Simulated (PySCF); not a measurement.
**[Fe(OH)4]-: what the settings change**

[Fe(OH)4]-: Fe(III) (d5), charge -1. The structure is a PBE0-D3(BJ)/def2-TZVP geometry optimised for multiplicity 6; coordination tetrahedral, point group S4, metal–donor distances 1.89 Å.

```
9

Fe    0.000    0.000    0.000
O     1.127    1.127    1.009
H     0.862    2.035    0.849
O    -1.127   -1.127    1.009
H    -0.862   -2.035    0.849
O    -1.127    1.127   -1.009
H    -2.035    0.862   -0.849
O     1.127   -1.127   -1.009
H     2.035   -0.862   -0.849
```

Method (PySCF 2.14, density fitting): CASSCF(5,5) with orbitals averaged over all microstates of the shell, strongly contracted NEVPT2 on the averaged canonical orbitals; basis x2c-TZVPall on the metal, x2c-SVPall elsewhere; spin-free X2C; IEF-PCM dichloromethane; spin-orbit coupling by state interaction with the mean-field operator over all roots.

Base run: NEVPT2 ground state 6A (from 6A1), next 4A (from 4T1) at 18190, then 4E (from 4T1) at 24143 cm⁻¹, 10Dq(CASSCF) 6929, B(CASSCF) 1108, ζ 419 cm⁻¹, D 0.35 cm⁻¹, g 2.002 2.002 2.002, μeff(300 K) 5.92 μB.

Problem. What happens with the basis x2c-TZVPall on all atoms?

Solution. NEVPT2 ground state 6A (from 6A1), next 4A (from 4T1) at 18486, then 4E (from 4T1) at 24246 cm⁻¹, 10Dq(CASSCF) 6878, B(CASSCF) 1110, ζ 419 cm⁻¹, D 0.33 cm⁻¹, g 2.002 2.002 2.002, μeff(300 K) 5.92 μB. It took 14 s against 9.4 s on a shared host of the same kind.

Problem. What happens with orbitals averaged over the highest spin alone?

Solution. NEVPT2 ground state 6A (from 6A1), next 4A (from 4T1) at 20833, then 4E (from 4T1) at 25920 cm⁻¹, 10Dq(CASSCF) 6774, B(CASSCF) 1186, ζ 443 cm⁻¹, D 0.24 cm⁻¹, g 2.002 2.002 2.002, μeff(300 K) 5.92 μB.

NEVPT2 on the d shell alone tends to put d–d bands too high for such charged or covalently bound ions.
